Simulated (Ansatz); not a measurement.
Relaxation of Ag4Se⁻ with UKS PBE-D4/def2-SVPD.

```sh
$ ansatz run in.yaml --threads 4 --pin off --events-out ev --progress --plain --max-ram 4787MiB
```

```yaml
crystal:
  periodic: [false, false, false]
  atoms:
    - {symbol: Ag, position_ang: [-1.999110, 0.468960, -0.431390]}
    - {symbol: Ag, position_ang: [0.719460, 1.007110, -0.795920]}
    - {symbol: Ag, position_ang: [-0.435150, -1.466970, -1.445540]}
    - {symbol: Ag, position_ang: [-0.132370, -0.766540, 1.247570]}
    - {symbol: Se, position_ang: [1.847170, 0.757430, 1.425290]}
basis:
  gaussian: {orbitals: def2-SVPD}
total_charge: -1
magnetization: {spin_polarized: true, initial_magnetization: 1}
hamiltonian: {xc: pbe, dispersion: d4}
scf: {lower_state_search: "off"}
output: {orbitals: {seedname: orbitals}}
relax: {f_tol: 0.02, max_steps: 100}
```

Hardware: 4 threads of Arm Neoverse N1 on a shared host. Wall time 2.4 min.

Positions (Å) and forces (eV/Å) at steps 1, 2, 4, 6, 7, 8, 9, 10, 11, 12, 13, 14, 15, 16, 17, 19 of 19:

```xyz
5
step=1 energy=-81334.3218 eV
Ag   -1.999    0.469   -0.431   -0.479    0.316    0.064
Ag    0.719    1.007   -0.796   -0.015   -0.019    0.007
Ag   -0.435   -1.467   -1.446    0.145   -0.439   -0.315
Ag   -0.132   -0.767    1.248    0.009    0.005   -0.020
Se    1.847    0.757    1.425    0.339    0.137    0.264
5
step=2 energy=-81334.3824 eV
Ag   -2.099    0.488   -0.460    0.036    0.000    0.010
Ag    0.711    0.964   -0.725    0.043    0.101   -0.114
Ag   -0.463   -1.535   -1.514    0.015    0.022    0.029
Ag   -0.090   -0.711    1.202   -0.045   -0.102    0.112
Se    1.941    0.795    1.497   -0.049   -0.021   -0.038
5
step=4 energy=-81334.3880 eV
Ag   -2.083    0.495   -0.449    0.003    0.006   -0.002
Ag    0.712    0.979   -0.746   -0.009    0.001    0.000
Ag   -0.447   -1.530   -1.500    0.002   -0.003    0.006
Ag   -0.101   -0.731    1.216    0.000   -0.005   -0.007
Se    1.919    0.785    1.480    0.004    0.001    0.003
5
step=6 energy=-81334.3886 eV
Ag   -2.070    0.524   -0.460   -0.020   -0.005   -0.042
Ag    0.685    0.995   -0.738    0.028    0.065   -0.011
Ag   -0.438   -1.547   -1.473   -0.045   -0.026   -0.009
Ag   -0.091   -0.752    1.198    0.019   -0.042    0.049
Se    1.913    0.781    1.473    0.019    0.009    0.014
5
step=7 energy=-81334.3907 eV
Ag   -2.062    0.538   -0.476   -0.031   -0.007   -0.058
Ag    0.670    1.010   -0.730    0.041    0.089   -0.012
Ag   -0.442   -1.560   -1.455   -0.062   -0.036   -0.016
Ag   -0.078   -0.768    1.189    0.030   -0.056    0.070
Se    1.913    0.780    1.472    0.021    0.011    0.015
5
step=8 energy=-81334.3917 eV
Ag   -2.049    0.566   -0.496   -0.075   -0.039   -0.084
Ag    0.643    1.034   -0.718    0.106    0.132   -0.013
Ag   -0.443   -1.582   -1.426   -0.107   -0.044   -0.059
Ag   -0.061   -0.794    1.172    0.054   -0.062    0.141
Se    1.910    0.777    1.468    0.022    0.012    0.015
5
step=9 energy=-81334.4164 eV
Ag   -2.048    0.596   -0.607   -0.070   -0.080   -0.091
Ag    0.602    1.106   -0.648    0.149    0.178   -0.034
Ag   -0.522   -1.640   -1.376   -0.130   -0.005   -0.066
Ag    0.030   -0.848    1.144    0.066   -0.094    0.204
Se    1.938    0.787    1.487   -0.014    0.000   -0.014
5
step=10 energy=-81334.4237 eV
Ag   -2.046    0.584   -0.612   -0.051   -0.035   -0.081
Ag    0.612    1.114   -0.654    0.091    0.109    0.028
Ag   -0.533   -1.632   -1.378   -0.096   -0.026   -0.031
Ag    0.030   -0.854    1.158    0.081   -0.042    0.105
Se    1.937    0.788    1.487   -0.025   -0.006   -0.021
5
step=11 energy=-81334.4760 eV
Ag   -2.032    0.610   -0.810   -0.089    0.040   -0.080
Ag    0.566    1.255   -0.553    0.103   -0.026    0.208
Ag   -0.693   -1.711   -1.293   -0.056   -0.087   -0.027
Ag    0.185   -0.962    1.138    0.190    0.135    0.013
Se    1.974    0.808    1.518   -0.148   -0.062   -0.113
5
step=12 energy=-81334.5334 eV
Ag   -2.036    0.652   -1.006   -0.009    0.019   -0.082
Ag    0.510    1.335   -0.426    0.045   -0.038    0.168
Ag   -0.837   -1.787   -1.211   -0.050   -0.016    0.026
Ag    0.349   -1.028    1.092    0.157    0.099    0.003
Se    2.014    0.829    1.551   -0.143   -0.063   -0.115
5
step=13 energy=-81334.5764 eV
Ag   -2.061    0.709   -1.196    0.095   -0.027   -0.054
Ag    0.439    1.346   -0.322   -0.047   -0.116    0.124
Ag   -0.934   -1.799   -1.126   -0.016    0.136    0.079
Ag    0.511   -1.105    1.073    0.121    0.080   -0.014
Se    2.045    0.850    1.571   -0.153   -0.073   -0.135
5
step=14 energy=-81334.6328 eV
Ag   -2.105    0.768   -1.379    0.158   -0.015   -0.011
Ag    0.349    1.282   -0.244   -0.150   -0.217    0.049
Ag   -0.974   -1.722   -1.042    0.063    0.254    0.134
Ag    0.663   -1.192    1.104    0.083    0.054   -0.036
Se    2.067    0.864    1.561   -0.154   -0.076   -0.135
5
step=15 energy=-81334.7128 eV
Ag   -2.191    0.863   -1.532    0.333   -0.139    0.091
Ag    0.263    1.130   -0.209   -0.275   -0.213   -0.055
Ag   -0.941   -1.601   -0.976    0.071    0.437    0.179
Ag    0.794   -1.273    1.180    0.046    0.006   -0.072
Se    2.075    0.880    1.537   -0.174   -0.092   -0.143
5
step=16 energy=-81334.7972 eV
Ag   -2.194    0.903   -1.671    0.240   -0.069    0.085
Ag    0.164    1.033   -0.188   -0.110   -0.011    0.024
Ag   -0.930   -1.435   -0.870    0.028    0.060    0.140
Ag    0.918   -1.381    1.244   -0.023    0.140   -0.168
Se    2.042    0.880    1.485   -0.135   -0.120   -0.081
5
step=17 energy=-81334.8257 eV
Ag   -2.063    0.895   -1.792    0.061   -0.032    0.067
Ag    0.040    1.059   -0.044    0.005   -0.014   -0.075
Ag   -1.012   -1.440   -0.761    0.017    0.062    0.059
Ag    0.974   -1.388    1.160    0.019    0.050   -0.056
Se    2.060    0.874    1.438   -0.102   -0.065    0.004
5
step=19 energy=-81334.8365 eV
Ag   -2.035    0.888   -1.805   -0.001    0.000   -0.003
Ag    0.079    1.061   -0.104   -0.001    0.001    0.002
Ag   -1.075   -1.422   -0.671    0.001    0.002    0.001
Ag    1.040   -1.405    1.075    0.001   -0.003    0.001
Se    1.991    0.878    1.505    0.000    0.000   -0.002
```

In the def2 sets Ag takes a core potential; there is no spin–orbit coupling. The structure comes from a short search, and lower isomers may exist.
